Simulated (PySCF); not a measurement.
**Structure and largest two-photon cross section among the few lowest singlets (linear parallel light, single beam, Lorentzian half width 0.1 eV, states within 0.08 eV summed)**

Theory: TDDFT CAM-B3LYP/def2-TZVPD excited states, vertical, gas phase in PySCF. Geometry: PBE0-D3(BJ)/def2-SVP.

Each molecule in one low-energy conformer.

Problem. How does the largest two-photon cross section among the few lowest singlets (linear parallel light, single beam, Lorentzian half width 0.1 eV, states within 0.08 eV summed) change along this series?
- [O-][n+]1cccnc1 (ring CH replaced by N)
- [O-][n+]1ccccn1 (ring CH replaced by N)
- [O-][n+]1ccncc1 (ring CH replaced by N)

Solution. 
| molecule | S1 (eV) | f(S1) | largest σ (GM) | at photon λ (nm) |
| --- | --- | --- | --- | --- |
| [O-][n+]1cccnc1 | 4.28 | 0.000 | 0.2 | 579 |
| [O-][n+]1ccccn1 | 4.40 | 0.000 | 0.1 | 563 |
| [O-][n+]1ccncc1 | 4.31 | 0.000 | 0.2 | 513 |

The largest two-photon cross section among the few lowest singlets (linear parallel light, single beam, Lorentzian half width 0.1 eV, states within 0.08 eV summed) is lowest for [O-][n+]1ccccn1 and highest for [O-][n+]1cccnc1.
